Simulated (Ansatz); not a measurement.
A nudged elastic band was laid between two geometries of ClH3Sn + H2O (8 atoms, charge 0, multiplicity 1).

The calculation used RKS PBE0/def2-mTZVP (Ansatz).

* movable images: 5
* climbing image: yes
* spring: 5.0 eV/Å²
* optimiser: quadratic models (default)
* start path: through a guess of the saddle point
* force threshold: 0.05 eV/Å
* iteration limit: 60
* end points: relaxed

Image 0:

```xyz
8
Properties=species:S:1:pos:R:3
Sn -0.027 -0.429 0.012
H -0.221 -0.789 1.660
H 1.562 -0.126 -0.511
Cl -1.298 1.524 -0.436
H -0.790 -1.592 -0.987
O 1.102 1.919 1.689
H 1.893 2.347 1.342
H 0.371 2.440 1.330
```

Image 6:

```xyz
8
Properties=species:S:1:pos:R:3
Sn 0.359 0.289 -0.804
H -0.103 0.412 4.043
H 1.760 0.013 -1.736
Cl -0.956 1.771 -2.063
H -0.595 -1.042 -0.359
O 0.796 1.190 0.889
H 1.226 2.045 0.773
H 0.105 0.616 3.356
```

(1) Which bonds break or form, and what moves?

(2) What energy profile does the band end with?

(3) What is the geometry of the highest image?

Answers

(1) Bonds broken: Sn1–H2, O6–H8. Bonds formed: Sn1–O6, H2–H8. ClH3Sn + H2O becomes ClH3OSn + H2.

(2) The run converged. The highest image is number 3 of 0 to 6, 156.0 kJ/mol above the first end and 132.2 kJ/mol above the last; the last end lies 23.8 kJ/mol above the first. Neighbouring images differ by up to 1.5 eV, so the band resolves the path poorly. A vibrational analysis at the climbing image gives one clearly imaginary mode, 1454i cm⁻¹: a first-order saddle point. The orbitals stay closed-shell, which can raise the energy where a bond breaks towards radicals; this wasn't checked here.

```tsv
image	path coordinate (Å)	energy (kJ/mol)	Sn1–H2 (Å)	O6–H8 (Å)	Sn1–O6 (Å)
0	0.00	0.0	1.70	0.97	3.10
1	2.08	2.5	1.70	0.96	3.24
2	4.16	16.1	1.70	0.96	3.57
3	6.23	156.0	2.11	1.21	2.13
4	7.86	25.5	3.34	2.50	1.97
5	9.50	24.1	4.41	2.64	1.97
6	11.14	23.8	4.87	2.62	1.97
```

(3) 
```xyz
8
Properties=species:S:1:pos:R:3
Sn 0.112 0.187 -0.073
H 0.896 -0.384 1.805
H 1.544 -0.374 -0.794
Cl -0.513 1.866 -1.647
H -1.303 -0.726 0.116
O 0.257 1.654 1.466
H 0.837 2.409 1.289
H 0.762 0.660 1.936
```

Run time: 7.7 min on 2 threads of Arm Neoverse V2 (shared host), peak memory 0.22 GiB.
